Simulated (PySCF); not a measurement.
## GaC⁻ from Hartree–Fock to correlated methods

State: ³Π (triplet), unpaired electrons σ ↑, π ↑. Set-up: basis Ga def2-SVPD, C def2-SVPD; no relativity; PySCF 2.14. De refers to Ga + C⁻ in their high-spin ground configurations, without counterpoise correction. The functionals are run spin-unrestricted. A positive dipole points towards C; it is taken about the centre of mass and depends on that origin. Levels whose curve was spin-contaminated or gave no clean fit are not listed.

```
       Level  Re (Å)  ωe (cm⁻¹)  De (eV)  μ (D)
        ROHF   1.880        722      n/a  -2.91
    ROHF-MP2   1.901        670      n/a    n/a
ROHF-SCS-MP2   1.905        665      n/a    n/a
         LDA   1.860        695      n/a  -3.33
         PBE   1.892        659      n/a  -3.36
      r²SCAN   1.885        652      n/a  -3.10
        PBE0   1.885        662      n/a  -3.29
         M06   1.891        662      n/a  -3.62
```

Q: What does a quarter of exact exchange do here, going from PBE to PBE0?

A: PBE0 less PBE: -0.7 pm in Re, +0.5 % in ωe. Exact exchange removes part of the self-interaction that spreads semilocal densities, and in most molecules shortens and stiffens the bond and lowers De; so it does here.

Q: What does the step from GGA to meta-GGA do here, going from PBE to r²SCAN?

A: r²SCAN less PBE: -0.7 pm in Re, -1.1 % in ωe. 

Q: What does second-order correlation do here, going from ROHF to ROHF-MP2?

A: ROHF-MP2 less ROHF: +2.1 pm in Re, -7.2 % in ωe. Correlation nearly always deepens the well. The bond lengthens, as in strong covalent bonds, where excitations into antibonding orbitals dominate.

Correlated steps freeze 10 core orbitals. Spin–orbit coupling is left out. The highest Kohn–Sham level is positive in this anion. Much of that is self-interaction error, but it also means that the finite basis helps to hold the extra electron. UHF is strongly spin-contaminated for GaC⁻, so the ROHF reference used there is far from stable. The state was picked by a PBE0 search and need not be the measured ground state.

The whole job (state search and all levels along the bond) took about 3 min on 1 thread of Intel Xeon Platinum 8488C (shared host), peak memory 0.71 GiB.
